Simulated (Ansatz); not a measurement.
`[SiH3]CC1=C[Te]1` at its PBE0-D4/def2-TZVP geometry, where that method's forces vanish. Total charge 0; spin multiplicity 1. Te takes the def2 core potential.

```json
{"atom": "Si1", "x (Å)": "1.3571", "y (Å)": "0.6047", "z (Å)": "-0.7549"}
{"atom": "C2", "x (Å)": "-0.5178", "y (Å)": "0.5055", "z (Å)": "-0.4758"}
{"atom": "C3", "x (Å)": "-0.8534", "y (Å)": "-0.3942", "z (Å)": "0.6170"}
{"atom": "C4", "x (Å)": "-1.3488", "y (Å)": "-1.4644", "z (Å)": "1.0957"}
{"atom": "Te5", "x (Å)": "-0.3573", "y (Å)": "-0.4892", "z (Å)": "2.7610"}
{"atom": "H6", "x (Å)": "2.0084", "y (Å)": "1.2664", "z (Å)": "0.4002"}
{"atom": "H7", "x (Å)": "1.9079", "y (Å)": "-0.7595", "z (Å)": "-0.9439"}
{"atom": "H8", "x (Å)": "1.5857", "y (Å)": "1.4102", "z (Å)": "-1.9831"}
{"atom": "H9", "x (Å)": "-1.0057", "y (Å)": "0.1721", "z (Å)": "-1.3991"}
{"atom": "H10", "x (Å)": "-0.8687", "y (Å)": "1.5186", "z (Å)": "-0.2524"}
{"atom": "H11", "x (Å)": "-1.9073", "y (Å)": "-2.3703", "z (Å)": "0.9353"}
```

**Question.** For each bond, give half the difference of the two atoms' forces along it (eV/Å; positive pushes the atoms apart) under PBE-D4, r2SCAN-D4, B3LYP-D4, ωB97M-V in def2-TZVPP. (Best estimate.)

**Answer.** Computed: 
```csv
bond,length (Å),PBE-D4,r2SCAN-D4,B3LYP-D4,ωB97M-V
Si1–C2,1.898,0.04,0.05,0.10,-0.03
Si1–H6,1.482,0.07,-0.03,-0.08,-0.10
Si1–H7,1.483,0.07,-0.03,-0.07,-0.09
Si1–H8,1.486,0.07,-0.03,-0.09,-0.11
C2–C3,1.455,-0.44,-0.14,0.12,0.52
C2–H9,1.096,0.12,0.00,-0.06,-0.11
C2–H10,1.095,0.14,0.00,-0.07,-0.12
C3–C4,1.273,0.78,0.26,-0.10,-0.46
C3–Te5,2.203,0.43,0.26,0.31,-0.13
C4–Te5,2.170,0.36,0.24,0.40,0.07
C4–H11,1.076,-0.22,-0.16,-0.12,0.02
```

B3LYP here is the variant with VWN-RPA as its local correlation; programs differ in this.
